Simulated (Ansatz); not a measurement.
C3H11Si3, doublet, geometry from GFN2-xTB; MP2 on PBE0/STO-3G run with Ansatz (a quantum-chemistry and plane-wave program).

Ansatz was given this input:
Ansatz 0.2 input:
```yaml
crystal:
  periodic: [false, false, false]
  atoms:
    - {symbol: C, position_ang: [1.51380197, 0.81809202, 0.50539771]}
    - {symbol: Si, position_ang: [1.63754306, -0.92661904, -0.13014090]}
    - {symbol: C, position_ang: [-0.04128886, -1.75001797, 0.21374552]}
    - {symbol: Si, position_ang: [-1.56054583, -0.84447112, -0.48872294]}
    - {symbol: C, position_ang: [-1.26109377, 1.02671936, -0.65496501]}
    - {symbol: Si, position_ang: [-0.07402361, 1.78201665, 0.62271278]}
    - {symbol: H, position_ang: [2.42327905, 1.30358455, 0.82984475]}
    - {symbol: H, position_ang: [2.72881351, -1.65115256, 0.54335961]}
    - {symbol: H, position_ang: [1.90634651, -0.94257836, -1.57982010]}
    - {symbol: H, position_ang: [-0.02920890, -2.77013691, -0.16692046]}
    - {symbol: H, position_ang: [-0.16041559, -1.83641026, 1.29372713]}
    - {symbol: H, position_ang: [-1.89053458, -1.39651614, -1.81382299]}
    - {symbol: H, position_ang: [-2.71149695, -1.07856137, 0.39995844]}
    - {symbol: H, position_ang: [-2.21868474, 1.54335451, -0.61239872]}
    - {symbol: H, position_ang: [-0.85904916, 1.22467750, -1.64859725]}
    - {symbol: H, position_ang: [0.16152622, 3.20948361, 0.34474771]}
    - {symbol: H, position_ang: [-0.66072177, 1.67252382, 1.97096759]}
basis:
  gaussian:
    orbitals: STO-3G
hamiltonian:
  xc: pbe0
magnetization: {spin_polarized: true, initial_magnetization: 1}
correlation: {method: mp2}
```

**Question.** What does Ansatz print? Leave out banner, timings and long lists.

**Answer.** 
```
Functional definition: PBE0
664 factors; integrals over basis functions are off by at most 3.6e-5 eV
mean field evaluation 1: about -26596.2011 eV, gradient 1.7e1 eV
mean field evaluation 2: about -26596.1501 eV, gradient 1.7e1 eV
mean field evaluation 4: about -26598.1120 eV, gradient 1.7e0 eV
mean field evaluation 8: about -26598.1304 eV, gradient 5.7e-2 eV
mean field evaluation 16: about -26598.1305 eV, gradient 2.5e-5 eV
mean field -26598.13047832 eV, -977.4632662180 hartree, gradient 5.1e-6 eV, S^2 0.755723; 0 other end points of the search recorded, 0 dependent functions left out
18 core orbitals not correlated
reference -26543.71721778 eV, -975.4636157755 hartree; 18, 17 occupied and 17, 18 virtual orbitals, 664 factors
second order -7.18962633 eV of doubles, -0.23953769 eV of singles
Total energy: -26551.14638180 eV, -975.7366325177 hartree
```
